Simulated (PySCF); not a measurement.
**F⁻ (fluorine, charge -1) across methods**

[Ne], closed-shell 1S. Calculation: PySCF 2.14, in aug-cc-pCVTZ-DK (7s6p4d2f, 59 functions); the spin-free X2C one-electron Hamiltonian (Gaussian nucleus).

```json
{"method": "TPSS", "E (hartree)": "-99.9832", "mean ε 1s (eV)": "-652.90", "mean ε 2s (eV)": "-17.317", "mean ε 2p (eV)": "1.585", "Σ⟨r²⟩ (bohr²)": "17.71", "⟨S²⟩": "0.000"}
{"method": "PBE", "E (hartree)": "-99.8896", "mean ε 1s (eV)": "-648.94", "mean ε 2s (eV)": "-16.740", "mean ε 2p (eV)": "1.576", "Σ⟨r²⟩ (bohr²)": "18.08", "⟨S²⟩": "0.000"}
{"method": "BHandHLYP", "E (hartree)": "-99.9352", "mean ε 1s (eV)": "-676.98", "mean ε 2s (eV)": "-23.275", "mean ε 2p (eV)": "-1.942", "Σ⟨r²⟩ (bohr²)": "16.80", "⟨S²⟩": "0.000"}
{"method": "UHF", "E (hartree)": "-99.53728", "mean ε 1s (eV)": "-703.63", "mean ε 2s (eV)": "-29.369", "mean ε 2p (eV)": "-4.917", "Σ⟨r²⟩ (bohr²)": "15.99", "⟨S²⟩": "0.000"}
{"method": "B3LYP", "E (hartree)": "-99.9850", "mean ε 1s (eV)": "-660.40", "mean ε 2s (eV)": "-19.382", "mean ε 2p (eV)": "0.055", "Σ⟨r²⟩ (bohr²)": "17.54", "⟨S²⟩": "0.000"}
{"method": "LDA", "E (hartree)": "-99.3431", "mean ε 1s (eV)": "-644.53", "mean ε 2s (eV)": "-16.528", "mean ε 2p (eV)": "1.370", "Σ⟨r²⟩ (bohr²)": "18.06", "⟨S²⟩": "0.000"}
{"method": "M06-2X", "E (hartree)": "-99.9438", "mean ε 1s (eV)": "-675.19", "mean ε 2s (eV)": "-22.839", "mean ε 2p (eV)": "-1.978", "Σ⟨r²⟩ (bohr²)": "16.81", "⟨S²⟩": "0.000"}
{"method": "r2SCAN", "E (hartree)": "-99.9343", "mean ε 1s (eV)": "-654.93", "mean ε 2s (eV)": "-18.135", "mean ε 2p (eV)": "1.338", "Σ⟨r²⟩ (bohr²)": "17.41", "⟨S²⟩": "0.000"}
{"method": "PBE0", "E (hartree)": "-99.8798", "mean ε 1s (eV)": "-662.56", "mean ε 2s (eV)": "-20.008", "mean ε 2p (eV)": "-0.123", "Σ⟨r²⟩ (bohr²)": "17.28", "⟨S²⟩": "0.000"}
```

The highest occupied level is positive at TPSS, PBE, B3LYP, LDA, r2SCAN: only the finite basis holds that electron, which in a density functional comes from self-interaction.
